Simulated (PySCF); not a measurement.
Structure from 2D NMR

Compound of formula C8H13F. Correlations simulated from computed shifts and the bond graph:

HSQC (one-bond C–H):
| δH | δC |
| --- | --- |
| 1.59 | 34.5 |
| 1.54 | 29.5 |
| 1.13 | 26.4 |

COSY cross peaks (H two or three bonds apart, from the bond graph; peaks can be absent where the dihedral angle is near 90°):
| δH | δH |
| --- | --- |
| 1.59 | 1.54 |
| 1.54 | 1.13 |

HMBC (two and three bonds, from the bond graph):
| δH | δC |
| --- | --- |
| 1.59 | 90.8, 34.5, 29.5, 26.4 |
| 1.54 | 90.8, 34.5, 29.5, 26.4 |
| 1.13 | 34.5, 29.5 |

Carbons without hydrogens: δ 90.8.

Computational details: coordinates at the PBE0-D3(BJ)/def2-SVP level, σ from GIAO-CAM-B3LYP/pcSseg-1, in PySCF 2.14.0 with density-fitted response routines (no solvent, rapidly exchanging positions averaged, non-relativistic Hamiltonian, one conformer).

Referencing at the same level of theory: ¹H (σref 31.33) and ¹³C (σref 182.45) vs TMS.

Exchangeable hydrogens are left out of these lists.

Which molecule is this?

Results:

1-fluorobicyclo[2.2.2]octane.

Atoms are numbered as in `[F:1][C@@:2]12[CH2:3][CH2:4][C@@H:5]([CH2:6][CH2:7]1)[CH2:8][CH2:9]2`. Each H is labelled by its parent atom.

δC 90.8 is C2, a fully substituted sp3 carbon bonded to F. δC 34.5 is C3/C7/C9, an sp3 CH2 in a ring (δH 1.59). δC 29.5 is C4/C6/C8, an sp3 CH2 in a ring (δH 1.54). δC 26.4 is C5, an sp3 CH in a ring (δH 1.13). HMBC from δH 1.59 reaches the proton-free carbon C2. HMBC from δH 1.54 reaches the proton-free carbon C2. COSY links 1.59–1.54, 1.54–1.13.

This is the structure that produced the data.

Shifts are as computed, not scaled to solution data. Of 1211 compounds with measured shifts, 218 miss one by over three times the rms of a fit or turn the order of signals round; such compounds aren't used in these exercises.
